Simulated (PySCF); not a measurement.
SMILES CSCC[Si](C)(C)C, GFN2-xTB optimised geometry.

```
24

C     -2.79    -3.00     2.93
S     -1.01    -2.85     3.24
C     -0.49    -2.03     1.68
C     -0.93    -0.58     1.59
Si    -0.28     0.29     0.00
C      1.62     0.29     0.00
C     -0.93    -0.64    -1.54
C     -0.94     2.08     0.00
H     -3.26    -2.02     2.91
H     -3.20    -3.59     3.75
H     -2.95    -3.53     1.99
H     -0.89    -2.62     0.86
H      0.59    -2.11     1.69
H     -2.02    -0.53     1.61
H     -0.57    -0.05     2.47
H      2.02     0.73     0.91
H      2.02    -0.72    -0.08
H      2.02     0.86    -0.84
H     -2.01    -0.72    -1.53
H     -0.52    -1.64    -1.60
H     -0.65    -0.12    -2.45
H     -0.59     2.62    -0.88
H     -0.60     2.62     0.88
H     -2.02     2.11    -0.01
```

Density from PBE0/def2-SVP (PySCF) at that geometry.

Minimum of the electron density along straight lines between bonded atoms, close to the bond critical point (lines longer than 1.1 times the sum of covalent radii, or with two minima, are not listed):

```csv
bond,length / Å,ρ at the minimum / e bohr⁻³,∇²ρ there / e bohr⁻⁵,position (fraction from the first atom)
C1–S2,1.815,0.180,…,0.47
S2–C3,1.830,0.176,-0.30,0.54
C3–C4,1.514,…,…,0.51
C4–Si5,1.919,0.109,0.30,0.62
Si5–C6,1.907,0.110,0.32,0.38
Si5–C7,1.909,0.109,0.31,0.38
Si5–C8,1.907,0.110,0.32,0.38
C1–H9,1.086,0.279,-1.05,0.63
C1–H10,1.085,0.279,-1.05,0.64
C1–H11,1.087,0.278,-1.04,0.63
C3–H12,1.090,0.279,-1.03,0.63
C3–H13,1.089,0.280,-1.05,0.63
C4–H14,1.091,0.271,-0.95,0.62
C4–H15,1.091,0.272,-0.97,0.62
C6–H16,1.086,0.271,-0.97,0.62
C6–H17,1.086,0.271,-0.96,0.62
C6–H18,1.086,0.271,-0.96,0.62
C7–H19,1.086,0.271,-0.96,0.62
C7–H20,1.086,0.271,-0.96,0.62
C7–H21,1.086,0.271,-0.97,0.62
C8–H22,1.085,0.272,-0.96,0.62
C8–H23,1.086,0.271,-0.97,0.62
C8–H24,1.086,0.271,-0.96,0.62
```

Problem. Complete the blanks.

Solution. 
- C1–S2, ∇²ρ there / e bohr⁻⁵: -0.33
- C3–C4, ρ at the minimum / e bohr⁻³: 0.246
- C3–C4, ∇²ρ there / e bohr⁻⁵: -0.55
